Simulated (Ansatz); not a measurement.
Gas-phase electronic energies from Ansatz, PBE0-D4/def2-TZVP geometries. CCSD(T)/CBS adds triple-zeta CCSD(T) − MP2 to the extrapolated MP2 energy (def2 sets, frozen cores). This one scheme is used for every species. Functionals use def2-TZVPP. B3LYP here is the variant with VWN-RPA as its local correlation; programs differ in this. For Ge outer-core shells are correlated without core-valence functions, which leaves a few kJ/mol of doubt a bond. Scalar relativity is left out up to krypton. Each species was taken in one conformer, which may not be the lowest.

`N=[C]([SiH3])[GeH3]` + H₂S → `N=[C](S)[GeH3]` + SiH₄  (substitution at a C–Si bond)

`N=[C]([SiH3])[GeH3]`:

```xyz
11

N     0.832    1.647    0.118
C     0.231    0.524    0.090
Si   -0.927    0.124    1.534
Ge    0.476   -0.776   -1.392
H     1.437    1.789   -0.697
H    -2.293   -0.106    0.992
H    -0.932    1.231    2.520
H    -0.472   -1.144    2.166
H     1.454   -0.119   -2.384
H     1.060   -2.097   -0.865
H    -0.865   -1.073   -2.084
```

H₂S:

```xyz
3

S     0.616   -0.035   -0.055
H    -0.253   -0.385    0.905
H    -0.363    0.421   -0.850
```

`N=[C](S)[GeH3]`:

Z-matrix (Å, degrees):
```
Ge
C 1 1.973
H 1 1.537 2 108.3
H 1 1.538 2 108.4 3 117.6
H 1 1.529 2 108.6 3 -121.1
S 2 1.776 1 118.5 3 -66.2
N 2 1.263 1 118.3 3 112.7
H 6 1.342 2 97.7 1 -3.6
H 7 1.023 2 113.6 1 -179.3
```

SiH₄:

Cartesian coordinates in Å:
```
Si 0.000 0.000 0.000
H -0.727 1.159 0.577
H 1.441 0.100 0.341
H -0.160 0.000 -1.476
H -0.554 -1.259 0.558
```

```tsv
level	ΔE (kJ/mol)
PBE	-6.5
B3LYP	-1.4
```

Task: What does CCSD(T)/CBS give? (Estimate.)

Result: Ansatz gave: +4.9 kJ/mol. The listed levels differ from it by -11.4, -6.3 kJ/mol.

Largest T1 diagnostic among the species: 0.013.

From PBE to PBE0 (25 % exact exchange), in def2-TZVPP and without D4, ΔE moves by +4.0 kJ/mol.
